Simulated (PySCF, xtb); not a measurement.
InI, SMILES [In][I] (connectivity only; charge and spin as stated), neutral, multiplicity 1.

GFN2-xTB (xtb) at its own geometry gives an orbital gap of 4.93 eV and a dipole moment of 8.34 D.

Geometry optimised at r2SCAN-D4/def2-TZVP. The def2 effective core potentials stand for the cores of I, In; spin–orbit coupling is left out.

Q: What does r2SCAN/def2-TZVPD (PySCF) give? (The exact figures need the calculation; the answer reports its results.)

A: gap 3.76 eV (levels -6.20 and -2.45 eV), dipole 3.35 D.
